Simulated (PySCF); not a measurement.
A mixed set of molecules.

All values: wB97X-D/def2-SVPD (PySCF) at GFN2-xTB geometries, gas phase, one conformer each. Core orbitals are frozen in the response; Δα² is half the sum of the squared differences of the principal polarisabilities.

Problem. Rank by HOMO–LUMO gap, lowest first.
A. `[H]/N=C/CCCC`
B. `FC(F)=C(F)/P=C/C(F)(F)F`
C. `F[C@@H]1[C@@H]2[C@H](C(=C1F)F)C2`

Solution. B (8.42 eV), C (10.84 eV), A (11.07 eV).

Problem. Rank by HOMO energy, lowest first.
A. `FC(F)(/C=P/C(=C(F)F)F)F`
B. `CN[C@@H]1C[C@@H]1C`
C. `CCCC/C=N/[H]`

Solution. A (-9.72 eV), C (-9.29 eV), B (-8.32 eV).

Problem. Rank by dipole moment, highest first.
A. `[H]/[N:6]=[CH:5]/[CH2:4][CH2:3][CH2:2][CH3:1]` with C1–C2–C3–C4 178°, C2–C3–C4–C5 -65°, C3–C4–C5–N6 127°
B. `[CH3:1][NH:2][C@@H:3]1[CH2:4][C@@H:5]1[CH3:6]` with C1–N2–C3–C4 162°
C. `[F:1][C:2]([F:3])=[C:4]([F:5])/[P:6]=[CH:7]/[C:8]([F:9])([F:10])[F:11]` with C2–C4–P6–C7 180°
D. `FC1=C(F)[C@@H]2C[C@@H]2[C@H]1F`

Solution. D (3.49 D), C (2.11 D), A (1.88 D), B (0.96 D).

All values together:

```json
{"SMILES": "CN[C@@H]1C[C@@H]1C", "formula": "C5H11N", "μ (D)": "0.96", "HOMO (eV)": "-8.32", "LUMO (eV)": "2.49", "α (Å³)": "10.01", "Δα (Å³)": "1.70", "electrons": "48", "α per electron (Å³)": "0.209"}
{"SMILES": "FC(F)=C(F)/P=C/C(F)(F)F", "formula": "C4HF6P", "μ (D)": "2.11", "HOMO (eV)": "-9.72", "LUMO (eV)": "-1.30", "α (Å³)": "12.27", "Δα (Å³)": "9.55", "electrons": "94", "α per electron (Å³)": "0.131"}
{"SMILES": "[H]/N=C/CCCC", "formula": "C5H11N", "μ (D)": "1.88", "HOMO (eV)": "-9.29", "LUMO (eV)": "1.78", "α (Å³)": "10.27", "Δα (Å³)": "2.64", "electrons": "48", "α per electron (Å³)": "0.214"}
{"SMILES": "FC1=C(F)[C@@H]2C[C@@H]2[C@H]1F", "formula": "C6H5F3", "μ (D)": "3.49", "HOMO (eV)": "-9.21", "LUMO (eV)": "1.64", "α (Å³)": "9.64", "Δα (Å³)": "2.54", "electrons": "68", "α per electron (Å³)": "0.142"}
```

Conformers: `[CH3:1][NH:2][C@@H:3]1[CH2:4][C@@H:5]1[CH3:6]` with C1–N2–C3–C4 162°; `[F:1][C:2]([F:3])=[C:4]([F:5])/[P:6]=[CH:7]/[C:8]([F:9])([F:10])[F:11]` with C2–C4–P6–C7 180°; `[H]/[N:6]=[CH:5]/[CH2:4][CH2:3][CH2:2][CH3:1]` with C1–C2–C3–C4 178°, C2–C3–C4–C5 -65°, C3–C4–C5–N6 127°.
